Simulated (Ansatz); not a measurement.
Relaxation of CH6N2Si (10 atoms, charge 0, multiplicity 1), to a largest force component of 0.02 eV/Å in at most 40 steps.

All numbers below come from RKS BHLYP/6-31G in Ansatz.

```xyz
10
Properties=species:S:1:pos:R:3:forces:R:3
C 0.652 0.281 -2.423 -1.47 -0.03 1.40
N 1.444 0.283 -3.242 1.53 0.00 -1.58
H -0.075 0.286 -1.651 -0.11 0.13 0.25
Si -0.087 -0.760 1.203 0.17 -0.70 -0.03
N -0.620 0.774 0.601 -0.29 1.74 0.31
H -1.223 -1.648 0.965 -0.29 -0.54 0.02
H 1.074 -1.088 0.376 0.44 -0.35 -0.16
H 0.289 -0.784 2.621 0.15 -0.09 0.54
H 0.048 1.531 0.605 -0.07 -0.06 -0.32
H -1.502 1.125 0.946 -0.05 -0.10 -0.42
```

Q: Where does it end, and by what steps?

A: The forces met the threshold. The force dipped under the threshold on the way, but the program's further checks kept it going. Limits of this set-up: no polarisation functions. After 15 steps the energy has fallen by 0.248 eV; N2 moved furthest, 0.86 Å.

| step | energy less start (eV) | largest force component (eV/Å) | accepted |
| --- | --- | --- | --- |
| 0 | 0.0000 | 1.739 | yes |
| 1 | -0.1587 | 0.979 | yes |
| 2 | -0.1853 | 1.525 | yes |
| 3 | -0.2153 | 0.932 | yes |
| 4 | -0.2300 | 0.377 | yes |
| 5 | -0.2415 | 0.119 | yes |
| 6 | -0.2433 | 0.027 | yes |
| 7 | -0.2439 | 0.260 | yes |
| 8 | -0.2447 | 0.117 | yes |
| 9 | -0.2456 | 0.041 | yes |
| 10 | -0.2463 | 0.060 | yes |
| 11 | -0.2467 | 0.048 | yes |
| 12 | -0.2471 | 0.034 | yes |
| 13 | -0.2474 | 0.041 | yes |
| 14 | -0.2475 | 0.019 | yes |
| 15 | -0.2476 | 0.018 | yes |

```xyz
10
Properties=species:S:1:pos:R:3
C 0.424 0.439 -2.496
N 0.684 0.386 -3.622
H 0.181 0.493 -1.447
Si -0.070 -0.820 1.345
N -0.313 0.741 0.520
H -0.968 -1.809 0.687
H 1.358 -1.200 1.164
H -0.377 -0.799 2.809
H 0.326 1.498 0.690
H -1.246 1.072 0.351
```

Time of the run: 34 s on 1 thread of Arm Neoverse V1, with other jobs on the host, peak memory 0.12 GiB.
